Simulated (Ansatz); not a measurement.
Ligand exchange: C3H6Sn + CH6F2Si2 → C2H3FSn + C2H9FSi2

Species: C3H6Sn `C#[C][SnH2][CH3]`, singlet; CH6F2Si2 `F[SiH2]C[SiH2]F`, singlet; C2H3FSn `C#[C][SnH2][F]`, singlet; C2H9FSi2 `C[SiH2]C[SiH2]F`, singlet. The partners trade CH3 for F: Sn–CH3 and Si–F bonds give way to Sn–F and Si–CH3.

Shapes, held fixed at every level: PBE0-D4/def2-TZVP. Flexible molecules stand in one conformer, not always the lowest. Programs: Ansatz 0.2.0. Electronic energies: no zero-point or thermal term.

(1) Estimate ΔE of this reaction.

## Answers

(1) The highest level, CCSD(T)/def2-TZVPP, gives ΔE = +72.7 kJ/mol; the levels span +53.6 to +77.0. The column of differences is taken from that level and isn't an error. No measured value is set beside it here. For atoms past krypton def2 sets carry core potentials with scalar relativity. Outer-core shells of Sn are correlated, in sets that cover them unevenly.

| level | kind | ΔE (kJ/mol) | less CCSD(T)/def2-TZVPP |
| --- | --- | --- | --- |
| HF/def2-TZVPP | Hartree–Fock | +72.3 | -0.4 |
| PBE-D4/def2-TZVPP | GGA | +53.6 | -19.1 |
| r2SCAN-D4/def2-TZVPP | meta-GGA | +59.5 | -13.2 |
| wB97X-V/def2-TZVPP | range-separated hybrid | +59.8 | -12.9 |
| B2PLYP/def2-TZVPP | double hybrid | +67.4 | -5.3 |
| MP2/def2-TZVPP | perturbation theory | +77.0 | +4.3 |
| CCSD/def2-TZVPP | coupled cluster or CI | +74.1 | +1.4 |
| CCSD(T)/def2-TZVPP | coupled cluster or CI | +72.7 | 0.0 |
